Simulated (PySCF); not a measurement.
**Sn (tin, neutral): UHF calculation**

Configuration: [Kr] 4d10 5s2 5p2, high-spin 3P determinant. All numbers are calculated (PySCF 2.14, scalar relativity through the core potential, in def2-SVP with the def2 core potential (28 electrons)).

```
Total energy                                                  : -213.336133 hartree
One-electron energy                                           : -376.1031 hartree
Hartree (Coulomb) energy                                      : 179.9001 hartree
Exchange energy                                               : -17.1331 hartree
⟨S²⟩                                                          : 2.0096
⟨L²⟩                                                          : 2.024
Sum of ⟨r⟩                                                    : 29.38 bohr
Sum of ⟨r²⟩                                                   : 58.61 bohr²
Traceless quadrupole moment −½Σ⟨3z² − r²⟩ along its main axis : 4.73 e·bohr²
Time after the integrals                                      : 0.14 s of wall time on 1 thread of Neoverse-N1 (shared host)
```

| shell | electrons | mean orbital energy (eV) | spread (eV) | rms radius, mean of both spins (bohr) |
| --- | --- | --- | --- | --- |
| 4s α | 1 | -159.45 | 0 | 0.879 |
| 4s β | 1 | -159.27 | 0 | 0.879 |
| 4p α | 3 | -110.08 | 0.120 | 0.953 |
| 4p β | 3 | -109.90 | 0.432 | 0.953 |
| 4d α | 5 | -35.623 | 0.321 | 1.18 |
| 4d β | 5 | -35.443 | 0.509 | 1.18 |
| 5s α | 1 | -15.589 | 0 | 2.66 |
| 5s β | 1 | -12.003 | 0 | 2.66 |
| 5p α | 2 | -7.231 | 0 | 3.44 |

Energies and moments cover only the electrons outside the core potential.
